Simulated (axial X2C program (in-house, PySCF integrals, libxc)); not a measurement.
# GeO: nuclear properties from DFT to coupled cluster

Calculated with an in-house all-electron X2C program for linear molecules (integrals from PySCF): two-component X2C with atomic mean-field Coulomb and Gaunt terms, Gaussian nuclei, basis Ge dyall-acv3z, O dyall-av3z with contracted cores.

R = 1.618 Å (near the PBE0 minimum at charge 0 of the determinant lowest at the starting distance; the state shown can have its own minimum elsewhere); state Ω = 0 (closed shell).

```tsv
level	qzz Ge (a.u.)	qzz O (a.u.)	μ (D)
PBE0	-5.00	-0.35	-3.46
HF	-5.89	-0.29	-4.23
B3LYP	-4.89	-0.40	-3.49
```

qzz is the electric field gradient, eQq0 = 234.96 MHz × Q/barn × qzz; μ is positive if the O end (last atom) is positive. The operators were transformed with the bare-nucleus X2C matrices; with these basis sets, hyperfine constants and field gradients can be off by tens of per cent, and where levels differ in sign neither size nor sign is settled.

Finite-field MP2, CCSD and CCSD(T), with 20 electrons correlated in 128 natural virtual spinors (MP2 remainder added):

```tsv
level	qzz Ge (a.u.)	qzz O (a.u.)	μ (D)
MP2	-4.57	-0.51	-3.06
CCSD	-5.05	-0.39	-3.52
CCSD(T)	-4.72	-0.44	-3.25
```

T1 = 0.024 (Lee–Taylor). One unrestricted determinant, the lowest of a limited PBE0 search, is the reference; the functionals treat spin collinearly. Correlation of the inner shells is missing, which matters for properties at the nucleus. Number of frozen shells: Ge 3 s, 2 p; O 1 s.

Q: By how much does correlation change each value, CCSD(T) against HF?

A: qzz Ge -20 %; qzz O 52 %; μ -23 %.
